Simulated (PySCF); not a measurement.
F₂Sr, SMILES [F][Sr][F] (connectivity only; charge and spin as stated), charge +1, multiplicity 2.

The structure is a stationary point at B3LYP-D3(BJ)/def2-TZVP. The spin state was assumed, not searched. The isomer is the one that the SMILES or the coordinates give; other isomers of the formula were not compared. The def2 effective core potentials stand for the cores of Sr; spin–orbit coupling is left out.

The numbers are results of B3LYP-D3(BJ)/def2-TZVP (PySCF), not measurements.

Frequencies are harmonic and unscaled.

| mode | ν (cm⁻¹) | IR (km/mol) | moving atoms (share of kinetic energy) |
|---|---|---|---|
| 1 | 288 | 2.6 | F 92 %, Sr 8 % |
| 2 | 321 | 28.6 | F 85 %, Sr 15 % |
| 3 | 465 | 56.4 | F 85 %, Sr 15 % |
